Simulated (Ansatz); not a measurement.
Molecule: sum formula H₃SiO₃, net charge -1, singlet state. It need not be the lowest isomer of its formula. Whether it binds its extra electron was not tested at this geometry. 
Geometry from a B3LYP-D3(BJ)/def2-TZVP (Ansatz, a first-principles code) optimisation:
```
Si
O 1 1.7568
H 2 0.9664 1 106.90
O 1 1.7568 2 97.17 3 5.02
H 4 0.9664 1 106.90 2 -93.18
O 1 1.7568 2 97.17 3 -93.18
H 6 0.9664 1 106.90 2 5.02
```
Charge -1, spin multiplicity 1.

Parts of the frozen-core correlation energy in cc-pVTZ (Ansatz, hartree). Frozen orbitals: 8; correlated occupied orbitals by spin: 13 and 13; virtual: 145 and 145. No spin-orbit coupling. Non-relativistic.

| term | value |
|---|---|
| reference (HF) | -515.48068 |
| MP2 opposite-spin | -0.64270 |
| MP2 same-spin | -0.22009 |
| CCSD correlation | -0.87416 |
| (T) | -0.03258 |
| T1 diagnostic | 0.014 |
| largest doubles amplitude | 0.037 |
